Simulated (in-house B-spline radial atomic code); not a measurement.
**Two electrons outside the [Ar] 3d10 core: Sr IX (Sr8+)**

Computed with an all-electron radial atomic-structure program (B-spline basis): configuration interaction (CI) of the two valence electrons in the field of the frozen Dirac-Fock core, alone and with many-body perturbation theory for the core (screened one- and two-electron correlation potentials), Breit and QED terms; no-pair Dirac Hamiltonian, finite nucleus. Labels give the configuration (outer n counted up each series) and the leading LS term, or the jj pair where no LS term holds 70 %.

Command:
```bash
python run_mb.py task.json out
```
Settings (nuclear radius in fm, box in bohr, cutoff in hartree):
```
basis_form          3
Z                   38
core_configuration  [Ar] 3d10
rms_radius          4.224
mass_number         88
speed_of_light      137.036
box_radius          9.0
lmax                6
intervals           62
virtual_cutoff      2888.0
```

Cost of the run: 3 min on 1 thread of Arm Neoverse N1, on a shared host.

Excitation energies (eV):

```csv
level,purity of the LS term,CI alone,CI + MBPT + Breit + QED,Landé g of the LS mixture
4s2 1S0,1.0,0,0,-
4s4p 3P°0,1.0,17.555,17.951,-
4s4p 3P°1,0.988,18.067,18.459,1.50
4s4p 3P°2,1.0,19.336,19.747,1.50
4s4p 1P°1,0.988,26.318,26.091,1.01
4p2 3P0,0.951,41.691,41.875,-
4p2 3P1,1.0,42.629,42.839,1.50
"4p2 (1/2,3/2)2",0.636 (1D),42.577,42.976,1.18
"4p2 (3/2,3/2)2",0.636 (3P),44.288,44.618,1.32
4p2 1S0,0.951,49.4,49.453,-
4s4d 3D1,1.0,54.392,54.738,0.50
4s4d 3D2,0.999,54.492,54.835,1.17
4s4d 3D3,1.0,54.648,54.99,1.33
4s4d 1D2,0.999,59.248,59.269,1.00
4p4d 3F°2,0.902,73.086,73.91,0.70
4p4d 3F°3,0.972,73.86,74.7,1.09
4p4d 3F°4,1.0,?,?,?
4p4d 1D°2,0.805,75.234,75.859,1.02
4s5s 3S1,1.0,75.055,75.877,2.00
4s5s 1S0,1.0,76.484,77.244,-
"4p4d (1/2,3/2)°1",0.617 (3D),77.36,77.72,0.87
"4p4d (1/2,5/2)°2",0.571 (3P),77.421,77.848,1.33
4p4d 3P°0,1.0,?,?,?
"4p4d (3/2,3/2)°1",0.638 (3P),78.459,78.866,1.14
4p4d 3D°3,0.844,78.507,78.869,1.28
"4p4d (3/2,3/2)°2",0.652 (3D),78.649,79.017,1.28
4p4d 1F°3,0.86,79.456,79.994,1.05
4p4d 1P°1,0.97,82.81,83.18,0.99
4s5p 3P°0,1.0,83.819,84.658,-
4s5p 3P°1,0.826,83.918,84.738,1.41
```

(1) Where does 4p4d 3P°0 lie?

(2) Where does 4p4d 3F°4 lie?

(3) What is the first ionisation energy?

Some electric-dipole lines (reduced elements in atomic units, length form; vacuum wavelengths from the computed energies):

```json
{"upper": "4s4p 3P°1", "lower": "4s2 1S0", "D bare (size)": "0.169", "D with core polarisation (size)": "0.159", "λ (nm)": "67.168", "A (s⁻¹)": "5.6e+07"}
{"upper": "4s4p 1P°1", "lower": "4s2 1S0", "D bare (size)": "1.62", "D with core polarisation (size)": "1.53", "λ (nm)": "47.52", "A (s⁻¹)": "1.5e+10"}
{"upper": "4p2 3P0", "lower": "4s4p 3P°1", "D bare (size)": "0.973", "D with core polarisation (size)": "0.916", "λ (nm)": "52.947", "A (s⁻¹)": "1.1e+10"}
{"upper": "4p2 3P1", "lower": "4s4p 3P°0", "D bare (size)": "0.981", "D with core polarisation (size)": "0.924", "λ (nm)": "49.816", "A (s⁻¹)": "4.7e+09"}
{"upper": "4p2 3P1", "lower": "4s4p 3P°1", "D bare (size)": "0.844", "D with core polarisation (size)": "0.795", "λ (nm)": "50.854", "A (s⁻¹)": "3.2e+09"}
{"upper": "4p2 (1/2,3/2)2", "lower": "4s4p 3P°1", "D bare (size)": "0.791", "D with core polarisation (size)": "0.745", "λ (nm)": "50.569", "A (s⁻¹)": "1.7e+09"}
{"upper": "4p2 (3/2,3/2)2", "lower": "4s4p 3P°1", "D bare (size)": "0.777", "D with core polarisation (size)": "0.732", "λ (nm)": "47.397", "A (s⁻¹)": "2e+09"}
{"upper": "4p2 1S0", "lower": "4s4p 3P°1", "D bare (size)": "0.104", "D with core polarisation (size)": "0.098", "λ (nm)": "40.002", "A (s⁻¹)": "3e+08"}
{"upper": "4s4d 3D1", "lower": "4s4p 3P°0", "D bare (size)": "1.06", "D with core polarisation (size)": "1.01", "λ (nm)": "33.703", "A (s⁻¹)": "1.8e+10"}
{"upper": "4s4d 3D1", "lower": "4s4p 3P°1", "D bare (size)": "0.917", "D with core polarisation (size)": "0.874", "λ (nm)": "34.175", "A (s⁻¹)": "1.3e+10"}
```

Weak lines are less accurate than strong ones.

Answers

(1) 78.256 eV in CI alone and 78.719 eV with all corrections.

(2) 74.862 eV in CI alone and 75.728 eV with all corrections; g = 1.25.

(3) 158.28 eV to the 4s1/2 state of the next ion (157.21 eV from CI alone). NIST lists 158.33 ± 0.25 eV (semi-empirical).
